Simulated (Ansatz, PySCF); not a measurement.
Gas-phase reaction in SMILES: F[B]CF -> [CH2]B(F)F
Geometries: B3LYP-D3(BJ)/def2-TZVP minima from Ansatz (a quantum-chemistry and plane-wave program), one conformer each, not searched for the lowest. Frequencies are from Ansatz or PySCF.

Quantity: isomerisation energy (enthalpy at 298 K, with B3LYP-D3(BJ) rigid-rotor harmonic-oscillator terms), in kcal/mol. Valence correlation only, unless marked. UHF or UKS for open shells. No spin-orbit coupling. Non-relativistic. CBS(X,Y): correlation extrapolated as X^-3; Hartree-Fock from the larger set. [CCSD(T)-MP2]/basis is that difference in the basis named.

RI-MP2/CBS(cc-pVTZ,cc-pVQZ)+[CCSD(T)-MP2]/cc-pVTZ (Ansatz) gives -71.4 kcal/mol.

**Question.** Another calculation gave -68.1 kcal/mol. Which level was it?
A) PBE-QIDH/def2-TZVPD (Ansatz)
B) PBE0/def2-TZVPD (Ansatz)
C) PBE/def2-TZVPD (Ansatz)
D) HF/def2-TZVPD (PySCF)

**Answer.** B, PBE0/def2-TZVPD (Ansatz). The others give -65.1 (PBE), -70.8 (PBE-QIDH), -74.8 (HF) kcal/mol.
